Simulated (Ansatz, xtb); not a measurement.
## CH6BClGe: where a starting geometry ends

The starting geometry of this gas-phase singlet was built from a drawn formula by distance geometry and a force field; its bonds are those of `[CH2+][BH2-][GeH2][Cl]`.

```yaml
atoms:
  - { symbol: C, position_ang: [-1.3359, -1.1971, 1.3924] }
  - { symbol: B, position_ang: [0.0712, -1.1718, 0.7283] }
  - { symbol: Cl, position_ang: [2.5233, 0.7976, -0.6860] }
  - { symbol: Ge, position_ang: [0.5066, 0.7113, 0.1426] }
  - { symbol: H, position_ang: [-1.6069, -0.6600, 2.2628] }
  - { symbol: H, position_ang: [-2.1423, -1.8712, 0.9401] }
  - { symbol: H, position_ang: [0.1190, -1.8912, -0.1594] }
  - { symbol: H, position_ang: [0.8716, -1.5185, 1.5697] }
  - { symbol: H, position_ang: [0.3989, 1.6221, 1.3592] }
  - { symbol: H, position_ang: [-0.5097, 1.1563, -0.9149] }
```

Q: Predict what becomes of its bonds when it is optimised with r2SCAN-D4/def2-SVP.

A: It rearranges to `B[CH2][GeH2][Cl]`. Contacts that open: B2–Ge4 (2.02 → 2.80 Å). Contacts that close: C1–Ge4 (2.93 → 1.96 Å).

The energy falls by 2.12 eV over 13 steps:

```tsv
step	E − E(last) (eV)
1	2.119
2	1.561
4	1.130
5	0.900
6	0.655
8	0.115
9	0.013
10	0.003
12	0.000
13	0.000
```

Final geometry (Å):

```xyz
10

C    -0.8591   -0.8010    1.0528
B     0.3008   -1.8276    0.8972
Cl    1.8596    0.4520   -0.4599
Ge   -0.1354    0.8782    0.3359
H    -1.1329   -0.5769    2.0962
H    -1.7565   -1.0237    0.4549
H     0.3816   -2.5175   -0.0907
H     1.1286   -1.9515    1.7686
H     0.0648    1.9371    1.4261
H    -0.9554    1.4085   -0.8460
```

From the same start GFN2-xTB reaches the same bonding as this run.

No frequencies were run, so the end isn't proven a minimum. Run with Ansatz 0.2.0, 68 s on 1 thread of Arm Neoverse V1 (shared host).
